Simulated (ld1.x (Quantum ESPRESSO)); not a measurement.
**Configuration tests for B (Z = 5) (RRKJ)**

* Element: boron (B)
* Generator: ld1.x (Quantum ESPRESSO) 7.5
* Type: norm-conserving RRKJ (Kleinman–Bylander form)
* Functional: PBEsol
* Relativity: scalar-relativistic
* Frozen core: none
* Valence charge: 5
* Reference configuration: 1s2 2s1.5 2p0 (charge +1.5)
* Partial waves: 1s (bound): rc 0.30 bohr; 3d channel at 0.5 Ry: rc 1.75 bohr; 2p (bound, empty): rc 1.85 bohr
* Local potential: the p channel
* Core correction: none
* rho0: 0.02

Occupied shells without a wave of their own: 2s. They enter only through the test configuration that unscreens the potential.

Energies are relative to the spin-unpolarised reference configuration 1s2 2s1.5 2p0; without spin polarisation the order of configurations can differ from experiment.

```json
{"valence configuration": "1s2 2s2 2p1", "charge": "0", "ΔE all-electron (eV)": "-19.279", "error AE − PS (meV)": "+494"}
{"valence configuration": "1s2 2s1 2p0", "charge": "+2", "ΔE all-electron (eV)": "14.122", "error AE − PS (meV)": "-740"}
{"valence configuration": "1s2 2s1 2p2", "charge": "0", "ΔE all-electron (eV)": "-13.460", "error AE − PS (meV)": "-463"}
{"valence configuration": "1s2 2s2 2p1.3", "charge": "-0.3", "ΔE all-electron (eV)": "-20.004", "error AE − PS (meV)": "+474"}
{"valence configuration": "1s2 2s0 2p3", "charge": "0", "ΔE all-electron (eV)": "-7.623", "error AE − PS (meV)": "-1471"}
```

(1) What are ΔE and the potential's error for 1s2 2s2 2p0?

(2) What are ΔE and the potential's error for 1s2 2s1 2p1?

A Bessel basis up to 400 Ry misses an occupied level by 5.73 Ry, so cutoffs and ghosts were not judged. The potential misses its own reference levels by up to 1.3 eV, so it is not fit for use.

Results:

(1) ΔE = -11.140 eV all-electron; the error (AE − PS) is +594 meV.

(2) ΔE = -5.015 eV all-electron; the error (AE − PS) is -584 meV.

The 2s level has no wave, so the channel is fitted at the deeper level alone: the likely source of the large errors.
